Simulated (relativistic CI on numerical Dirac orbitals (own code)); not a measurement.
## Line list: Electric-dipole lines, Ru¹⁶⁺

Calculated at this level of theory: Dirac-Coulomb-Breit CI, KLI orbitals optimised for each configuration, model QED (radiative potential, 1s self-energy scaled to tabulated hydrogen-like ionisation energies), unscaled Slater integrals (own radial code, finite nucleus).

Configurations in the expansion (outside the closed core [Ne] 3s2): 3p⁶3d¹⁰, 3p⁶3d⁹4s, 3p⁶3d⁹4p, 3p⁶3d⁹4d, 3p⁶3d⁸4s², 3p⁶3d⁹4f, 3p⁶3d⁸4s4p, 3p⁵3d¹⁰4s, 3p⁶3d⁹5s, 3p⁶3d⁸4p², 3p⁶3d⁹5p, 3p⁶3d⁸4s4d, 3p⁵3d¹⁰4p, 3p⁶3d⁹5d, 3p⁶3d⁸4p4d, 3p⁶3d⁹5f. Levels of other configurations are missing.

| λ vac (nm) | Lower | Upper | A (s⁻¹) | gf | Branching (%) |
| --- | --- | --- | --- | --- | --- |
| 2.4109 | 3p⁶3d¹⁰ ¹S0 [1] | 3p⁶3d⁹5f ¹P°1 [123] | 8.70e+12 | 2.28e+00 | 98.5 |
| 2.9207 | 3p⁶3d¹⁰ ¹S0 [1] | 3p⁶3d⁹4f ¹P°1 [55] | 1.15e+13 | 4.40e+00 | 99.3 |
| 6.7995 | 3p⁶3d⁹4s ³D2 [3] | 3p⁵3d¹⁰4s ¹P°1 [61] | 5.50e+11 | 1.14e+00 | 49.5 |
| 6.8338 | 3p⁶3d⁹4s ³D3 [2] | 3p⁵3d¹⁰4s ³P°2 [58] | 5.66e+11 | 1.98e+00 | 85.0 |
| 6.8351 | 3p⁶3d⁹4p ³F°3 [7] | 3p⁵3d¹⁰4p ³D2 [77] | 4.88e+11 | 1.71e+00 | 78.1 |
| 20.279 | 3p⁶3d⁹4p ³P°2 [6] | 3p⁶3d⁹4d ³P2 [20] | 4.93e+10 | 1.52e+00 | 70.6 |
| 20.490 | 3p⁶3d⁹4p ³F°2 [8] | 3p⁶3d⁹4d ³G3 [29] | 4.64e+10 | 2.05e+00 | 64.3 |
| 20.693 | 3p⁶3d⁹4p ³F°3 [7] | 3p⁶3d⁹4d ³G4 [19] | 6.44e+10 | 3.72e+00 | 89.5 |
| 21.910 | 3p⁶3d⁹4d ³G3 [29] | 3p⁶3d⁹4f ³H°4 [49] | 6.44e+10 | 4.17e+00 | 94.7 |
| 21.954 | 3p⁶3d⁹4d ³G4 [19] | 3p⁶3d⁹4f ³H°5 [40] | 6.47e+10 | 5.14e+00 | 96.0 |
| 22.278 | 3p⁶3d⁹4d ¹G4 [31] | 3p⁶3d⁹4f ¹H°5 [50] | 6.45e+10 | 5.28e+00 | 98.9 |
| 22.282 | 3p⁶3d⁹4d ³G5 [22] | 3p⁶3d⁹4f ³H°6 [39] | 6.46e+10 | 6.25e+00 | 100.0 |
| 22.292 | 3p⁶3d⁹4p ³F°3 [15] | 3p⁶3d⁹4d ¹G4 [31] | 6.01e+10 | 4.03e+00 | 98.2 |
| 22.312 | 3p⁶3d⁹4p ³F°4 [10] | 3p⁶3d⁹4d ³G5 [22] | 6.07e+10 | 4.98e+00 | 100.0 |
| 22.329 | 3p⁶3d⁹4p ³D°3 [13] | 3p⁶3d⁹4d ³F4 [27] | 4.30e+10 | 2.89e+00 | 68.8 |
| 22.335 | 3p⁶3d⁹4d ³F4 [27] | 3p⁶3d⁹4f ³G°5 [45] | 5.45e+10 | 4.48e+00 | 82.6 |
| 30.130 | 3p⁶3d⁹4s ³D3 [2] | 3p⁶3d⁹4p ³D°3 [13] | 1.17e+10 | 1.12e+00 | 65.0 |
| 31.728 | 3p⁶3d⁹4s ¹D2 [5] | 3p⁶3d⁹4p ³F°3 [15] | 1.55e+10 | 1.64e+00 | 95.5 |
| 31.728 | 3p⁶3d⁹4s ³D3 [2] | 3p⁶3d⁹4p ³F°4 [10] | 1.60e+10 | 2.18e+00 | 100.0 |
| 37.391 | 3p⁶3d⁹4s ³D3 [2] | 3p⁶3d⁹4p ³P°2 [6] | 9.07e+09 | 9.51e-01 | 95.5 |

Terms are leading LS components. Brackets give the number of a level in order of energy, since labels repeat. The list gives strong lines, with weight on those to low levels, without lines whose two gauges differ by over a factor of 2.5, among the lowest 200 of 853 levels, so that lines to higher ones, which can be the strongest, are missing. Levels whose partners in the same complex of configurations lie outside the list can be far off, and so can their lines. Rates are taken at the computed energies, electric ones in the length gauge.

At this charge energies of transitions that change n are usually good to better than 1 %, and those within a shell (Δn = 0) to a few per cent.

**Question.** From the table, what is the radiative lifetime of 3p⁶3d⁹5f ¹P°1?

**Answer.** The listed rates from this level add up to about 8.70e+12 s⁻¹, 98 % of its decay; with all channels τ = 1.13e-13 s.

LS names give the leading component of a level, which can be under half, so a name can repeat, a term be missing and a line seem to break the LS rules.
